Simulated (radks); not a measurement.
Question: Eu48+, configuration [Ne] 3s2 3p3 (the NIST ground configuration). Method: scalar-relativistic Kohn-Sham, PBE, spin-unpolarised, spherical densities, point nucleus; computed with a radial shooting solver on a logarithmic mesh with Libxc functionals. Some entries of the table are withheld. Estimate them.

orbital,occ.,eigenvalue (hartree),<r^2> (bohr^2)
1s,2,-1898.677,0.0006786
2s,2,-407.8161,0.01039
2p,6,-377.0206,0.008308
3s,2,-161.4635,0.05898
3p,3,(1),(2)
3d,0,(3),(4)
4s,0,(5),0.2032
4p,0,(6),0.2045

Answer: 
(1) 3p eigenvalue (hartree): -152.0823
(2) 3p <r^2> (bohr^2): 0.05671
(3) 3d eigenvalue (hartree): -142.4242
(4) 3d <r^2> (bohr^2): 0.04391
(5) 4s eigenvalue (hartree): -85.40444
(6) 4p eigenvalue (hartree): -81.56633
